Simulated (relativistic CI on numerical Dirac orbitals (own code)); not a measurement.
## Spin-allowed bands of a d8 ion in a tetrahedral site, by hand

Problem. Take Δ = 8700 cm⁻¹ and B = 890 cm⁻¹ for a d8 ion in a tetrahedral site. Calculate the three spin-allowed bands.

Working.
1. The terms of highest spin are 3F (energy 0) and 3P (15B = 13350 cm⁻¹). Here the F term splits into A2 at +1.2Δ = 10440, T2 at +0.2Δ = 1740 and T1 at −0.6Δ = -5220 cm⁻¹.
2. The two T1 states mix through the element 0.4Δ: H = [[-5220, 3480], [3480, 13350]], with roots ½(H₁₁ + H₂₂) ∓ ½√[(H₂₂ − H₁₁)² + 4H₁₂²] = ½(8130) ∓ ½(19831) = -5851 and 13981 cm⁻¹.
3. The ground term is 3T1 at -5851 cm⁻¹.
4. Bands: 3T2 7591 cm⁻¹ (1317 nm), 3A2 16291 cm⁻¹ (614 nm), 3T1(P) 19831 cm⁻¹ (504 nm).

Check. Exact diagonalisation of the whole d8 shell with these parameters gives 3T2 7591, 3A2 16291, 3T1 19831 cm⁻¹. The match is exact, since without spin-orbit coupling no other term has this spin. The ratio of the second band to the first, 2.146, depends on Δ/B = 9.8 alone, which is how a Tanabe-Sugano diagram is read.
